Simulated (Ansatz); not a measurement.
Reaction (redistribution): `OC(F)[SiH2]Br` + `CC[TeH]` → `CC[SiH2]Br` + `OC(F)[TeH]`

Program: Ansatz. Geometries: PBE0-D4/def2-TZVP. ΔE: electronic, gas phase. CCSD(T)/CBS adds triple-zeta CCSD(T) − MP2 to the extrapolated MP2 energy (def2 sets, frozen cores). Elements past krypton have def2 core potentials. For Br, Te outer-core shells are correlated without core-valence functions, which leaves a few kJ/mol of doubt a bond. Scalar relativity is left out up to krypton. Each species was taken in one conformer, which may not be the lowest.

```tsv
species	HF/CBS(def2) energy (Eh)
`OC(F)[SiH2]Br`	-3076.06874
`CC[TeH]`	-346.25605
`CC[SiH2]Br`	-2941.33058
`OC(F)[TeH]`	-480.99887
```

Q: Work out ΔE.

A: ΔE = (-2941.33058) + (-480.99887) − (-3076.06874) − (-346.25605) = -0.00466 Eh = -0.13 eV. CCSD(T)/CBS gives -0.18 eV.

Largest T1 diagnostic among the species: 0.012.

In def2-TZVPP, CCSD(T) changes the Hartree–Fock value by −0.06 eV (the triples alone add −0.02 eV) and MP2 by −0.07 eV.
